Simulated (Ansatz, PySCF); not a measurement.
B(Br)(NH2)2 (BBrH₄N₂), SMILES NB(Br)N. Atoms are numbered in the order given.

```xyz
8

B      0.0000     0.0000    -0.9542
Br     0.0000     0.0000     1.0027
N      0.0000     1.2476    -1.6001
H      0.0000     2.1159    -1.0865
H      0.0000     1.3546    -2.6047
N      0.0000    -1.2476    -1.6001
H      0.0000    -1.3546    -2.6047
H      0.0000    -2.1159    -1.0865
```

The structure is a stationary point at PBE0-D3(BJ)/def2-SVP. This is a generated structure with no PubChem entry under its InChIKey; it may be hypothetical. Other conformers were not sampled.

Two levels are set side by side: PBE-D3(BJ)/def2-SVP (Ansatz, a program for electronic structure) and PBE0-D3(BJ)/def2-SVP (Ansatz). Each level has its own optimised geometry; the coordinates shown are those of the second. Frequencies come from the Hessian of PySCF at each geometry. Differences are taken from unrounded values.

```json
[
 {"quantity": "mean bond length (Å)", "PBE0-D3(BJ)": "1.258"},
 {"quantity": "bond B1–Br2 (Å)", "PBE0-D3(BJ)": "1.957"},
 {"quantity": "bond B1–N3 (Å)", "PBE0-D3(BJ)": "1.405"},
 {"quantity": "bond B1–N6 (Å)", "PBE0-D3(BJ)": "1.405"},
 {"quantity": "bond N3–H4 (Å)", "PBE0-D3(BJ)": "1.009"},
 {"quantity": "bond N3–H5 (Å)", "PBE0-D3(BJ)": "1.010"},
 {"quantity": "bond N6–H7 (Å)", "PBE0-D3(BJ)": "1.010"},
 {"quantity": "bond N6–H8 (Å)", "PBE0-D3(BJ)": "1.009"},
 {"quantity": "highest harmonic wavenumber (cm⁻¹)", "PBE0-D3(BJ)": "3767"},
 {"quantity": "mean harmonic wavenumber (cm⁻¹)", "PBE0-D3(BJ)": "1429"},
 {"quantity": "zero-point energy (kcal/mol)", "PBE0-D3(BJ)": "36.78"}
]
```

Problem. What does PBE-D3(BJ) give, and how far is it from PBE0-D3(BJ)? (An estimate is asked for; the answer gives what the named calculation found.)

Solution. 
```tsv
quantity	PBE-D3(BJ)	PBE-D3(BJ) minus PBE0-D3(BJ)
mean bond length (Å)	1.267	0.009
bond B1–Br2 (Å)	1.969	0.012
bond B1–N3 (Å)	1.414	0.009
bond B1–N6 (Å)	1.414	0.009
bond N3–H4 (Å)	1.017	0.008
bond N3–H5 (Å)	1.019	0.009
bond N6–H7 (Å)	1.019	0.009
bond N6–H8 (Å)	1.017	0.008
highest harmonic wavenumber (cm⁻¹)	3649	-118
mean harmonic wavenumber (cm⁻¹)	1379	-50
zero-point energy (kcal/mol)	35.48	-1.30
```

GGA bonds tend to be longer and softer than those of functionals with exact exchange. Differences between two approximate levels are no errors against the true value.
